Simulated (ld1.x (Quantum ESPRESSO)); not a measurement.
## Reading a pseudo-wave (Al)

Columns: radius, all-electron u(r) and pseudo u(r) of the 3s shell (level -7.73 eV) of aluminium in the configuration [Ne] 3s2 3p1; PBE, non-relativistic, ultrasoft scheme, ld1.x (Quantum ESPRESSO) 7.5.

```csv
r (bohr),all-electron,pseudo
0.120,0.0856,0.0692
0.240,-0.1519,0.1375
0.360,-0.2811,0.2041
0.480,-0.2836,0.2683
0.600,-0.2055,0.3292
0.720,-0.0883,0.3864
0.840,0.0414,0.4392
0.960,0.1678,0.4871
1.080,0.2825,0.5300
1.200,0.3817,0.5675
1.320,0.4644,0.5994
1.440,0.5311,0.6259
1.560,0.5833,0.6469
1.680,0.6224,0.6625
1.800,0.6497,0.6730
1.920,0.6663,0.6784
2.040,0.6738,0.6790
2.160,0.6733,0.6750
2.280,0.6663,0.6665
2.400,0.6538,0.6538
2.520,0.6370,0.6370
2.640,0.6168,0.6168
2.760,0.5941,0.5941
2.880,0.5695,0.5695
3.000,0.5437,0.5437
3.120,0.5171,0.5171
```

(1) How many radial nodes do the two functions have?

(2) At about which radius was the pseudo-wave matched?

(3) Where does each function peak?

(4) Is the pseudo-wave norm-conserving?

## Answers

(1) The all-electron 3s function has n − l − 1 = 2; the pseudo-wave has 0, since the states of the same l below it are removed with the core.

(2) 2.40 bohr, where the columns begin to agree (steps of 0.12 bohr).

(3) Outermost all-electron maximum near 2.04 bohr, pseudo maximum near 2.04 bohr (to the table’s step).

(4) No, it belongs to an ultrasoft set: the norm inside the radius is not constrained, and the difference is carried by the augmentation charge.
